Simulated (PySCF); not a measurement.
# Ionisation energy of Br⁺ by level of theory

Br⁺ [Ar] 3d10 4s2 4p4 (3P) → Br²⁺ [Ar] 3d10 4s2 4p3 (4S), as a difference of total energies. All numbers are calculated (PySCF 2.14, scalar relativity through the core potential, in aug-cc-pwCVDZ-PP with ECP10MDF). Correlated levels: valence: 3s2 3p6 3d10 frozen. The calculations carry no spin-orbit coupling.

| method | ionisation energy (eV) |
| --- | --- |
| UHF | 20.163 |
| MP2 (valence) | 20.634 |
| SCS-MP2 (valence) | 20.659 |
| CCSD (valence) | 20.665 |
| CCSD(T) (valence) | 20.680 |

Problem. How much does correlation contribute at CCSD(T) (valence)?

Solution. 20.680 − (20.163) = 0.517 eV, measured against UHF.

Errors of the correlated levels include the incompleteness of this basis and the frozen core.

For comparison: 21.409 eV (measured; NIST levels, between the centres of gravity of the two terms).
